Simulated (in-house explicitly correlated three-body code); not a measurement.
The numbers below are computed, except where a source is named.
## Two electrons around a charge Z: highest levels of functionals against the exact one

The exact non-relativistic ground state comes from a variational code in 260 exponentially correlated functions, the Kohn-Sham parts from inverting its density (past Z = 6 the correlation energy is taken as exact minus Hartree-Fock, equal to within microhartrees), and self-consistent runs (Hartree-Fock is restricted) from a B-spline radial code. Z may be fractional; the second electron is bound down to Z = 0.911.

The exact Kohn-Sham level equals minus the binding energy. «Unbound» marks a run whose level isn't bound or that didn't converge.

```
   Z  exact (eV)  Hartree-Fock (eV)  PBE (eV)  TPSS (eV)  PBE0 (eV)  B3LYP VWN-RPA (eV)
0.97     -0.4699            -0.9735   unbound    unbound    unbound             unbound
1.32      -5.405             -5.862   -0.9857     -1.146     -2.296              -2.174
1.64      -12.87             -13.29    -6.357     -6.695      -8.22              -8.061
2.24      -34.36             -34.74       -24     -24.65     -26.84              -26.58
2.92      -70.56              -70.9    -55.84     -56.85     -59.78              -59.37
3.84           ?                  ?         ?          ?          ?                   ?
   5           ?                  ?         ?          ?          ?                   ?
 6.8      -517.7               -518    -478.2     -481.2     -488.3              -486.9
```

What belongs in the row Z = 5?

exact (eV): -259.4; Hartree-Fock (eV): -259.7; PBE (eV): -231.3; TPSS (eV): -233.4; PBE0 (eV): -238.6; B3LYP VWN-RPA (eV): -237.6.

What belongs in the row Z = 3.84?

exact (eV): -139.5; Hartree-Fock (eV): -139.9; PBE (eV): -118.9; TPSS (eV): -120.4; PBE0 (eV): -124.4; B3LYP VWN-RPA (eV): -123.7.

Why do the levels of the functionals lie above the exact one?

Semilocal exchange-correlation potentials fall off faster than the exact −1/r, since they don't cancel the electron's repulsion by itself; hybrids restore a share of the tail, and range-separated ones all of it at long range. Hartree-Fock has the tail but lacks relaxation and correlation.
